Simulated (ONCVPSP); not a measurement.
# Sr: ONCV pseudisation with PBEsol, scalar-relativistic reference atom.

Sr (Z = 38), optimised norm-conserving Vanderbilt (ONCV), made with ONCVPSP 4.0.1 (PBEsol, scalar-relativistic). Core [Ar] 3d10, reference 4s2 4p6 4d0.5 5s1.5. Waves: 4s+5s: rc 2.45 bohr, ncon 4, nbas 7, qcut 5.1 1/bohr, 2 projectors; 4p: rc 1.55 bohr, ncon 4, nbas 8, qcut 5.4 1/bohr, 3 projectors, debl 0.8 Ha; 4d: rc 3.55 bohr, ncon 4, nbas 9, qcut 4.1 1/bohr, 2 projectors, debl 3.1 Ha. Local part: polynomial inside 1.20 bohr (lpopt 5, dvloc0 3 Ha). Core correction: Teter function, fcfact 4.75, rcfact 1.05.

In the p channel the program set the typed energies aside and used -0.818, 0.250, 1.050 Ha.

- Cutoffs needed: 16 Ha and 75 Ha (the cutoffs (Ha) at which the residual kinetic energy of the hardest occupied pseudo-wave falls to 1 and 0.1 mHa per electron)
- Ghost test: ghosts flagged at negative energy: p at -17753.9 eV; GHOST(+) flagged for s at 97.4 eV; a true bound ghost makes a file unfit for plane-wave use
- Configuration tests: 1 of 4 tests not solved or not reliable
- rms error of d²Exc/dni dnj: 2.91 mHa without and 0.78 mHa with the model core
